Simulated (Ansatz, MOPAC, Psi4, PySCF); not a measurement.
Molecule: SiHF, net charge 0, singlet state. SMILES: [SiH]F
Geometry: optimised at B3LYP-D3(BJ)/def2-TZVP (Ansatz, a program for electronic structure).

Quantity: size of the dipole moment, in D. Terms: non-relativistic; LANL2DZ with its own core potentials from Na on; no dispersion term unless named; 6-311+G** with 5d, 6d on Na to Ar in Ansatz; six Cartesian d functions in 6-31G* and its kin unless marked 5d; spin-orbit terms left out. First-principles rows: single points at B3LYP-D3(BJ) geometries (Ansatz). Semi-empirical rows: dipoles at the shared geometry.

```tsv
level	program	size of the dipole moment (D)
PM6	MOPAC	2.23
PBE/3-21G	Ansatz	0.52
PBE/def2-SVP	Ansatz	0.75
PBE/6-311+G**	Ansatz	1.16
BP86/6-31G* (5d)	PySCF	0.70
B3LYP/LANL2DZ	Ansatz	1.55
B3LYP/6-31G*	Ansatz	0.88
B3LYP/6-31G**	Ansatz	0.88
B3LYP/cc-pVDZ	Ansatz	0.99
B3LYP/6-311+G**	Ansatz	1.32
M06-2X/6-311+G**	PySCF	1.39
wB97X-D/6-31G*	Psi4	0.92
wB97X-D/6-311+G**	Psi4	1.32
B3PW91/6-31G* (5d)	PySCF	0.86
```

No value to compare with is used here. The 14 habitual levels span 0.52 (PBE/3-21G) to 2.23 D (PM6).

The levels are drawn from those run, B3LYP/6-31G* more often than the rest, none by its result; runs whose electronic state is in doubt are left out.
